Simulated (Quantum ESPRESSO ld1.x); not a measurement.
Task: Species: Hg6+. Configuration: [Xe] 4f14 5d4 6s2 (not the ground configuration). All-electron calculation, scalar-relativistic Kohn-Sham, LDA (Slater exchange, VWN5 correlation), spin-polarised, spherical densities, point nucleus; open shells are filled with parallel spins first. Program: ld1.x of Quantum ESPRESSO 7.5. Some entries of the table are withheld. Estimate them.

orbital  occ.  eigenvalue (eV)  r(max) (bohr)  <1/r> (bohr^-1)
1s up       1         -83221.6        0.01023            97.59
1s down     1         -83221.6        0.01023            97.59
2s up       1         -14833.7        0.05917            22.89
2s down     1         -14833.3        0.05917            22.89
2p up       3         -12808.5        0.04907            20.28
2p down     3         -12808.1        0.04907            20.28
3s up       1         -3595.42         0.1668            8.482
3s down     1         -3595.19         0.1668            8.483
3p up       3         -3010.48         0.1664            7.717
3p down     3         -3010.23         0.1664            7.718
3d up       5         -2394.76         0.1354            7.259
3d down     5         -2394.41         0.1354            7.259
4s up       1         -866.927         0.3757            3.645
4s down     1         -866.462         0.3757            3.645
4p up       3         -675.055         0.3958            3.286
4p down     3         -674.584         0.3958            3.286
4d up       5         -447.574         0.4026            2.949
4d down     5         -447.017         0.4027            2.950
5s up       1         -215.169         0.8225            1.535
5s down     1         -212.381         0.8198            1.543
4f up       7         -195.037         0.3655            2.541
4f down     7         -194.306         0.3654            2.546
5p up       3         -161.423         0.9153            1.332
5p down     3         -158.211         0.9116            1.338
5d up       4              (1)          1.088            1.057
5d down     0              (2)          1.085            1.054
6s up       1         -76.2839          1.778              (3)
6s down     1         -74.4752          1.797              (4)
6p up       0         -60.9266          2.043           0.6058
6p down     0         -59.7104          2.070           0.5930
7s up       0              (5)          3.387           0.3895
7s down     0              (6)          3.427           0.3863

Result: 
(1) 5d up eigenvalue (eV): -98.2726
(2) 5d down eigenvalue (eV): -94.9081
(3) 6s up <1/r> (bohr^-1): 0.6990
(4) 6s down <1/r> (bohr^-1): 0.6850
(5) 7s up eigenvalue (eV): -37.9424
(6) 7s down eigenvalue (eV): -37.4941
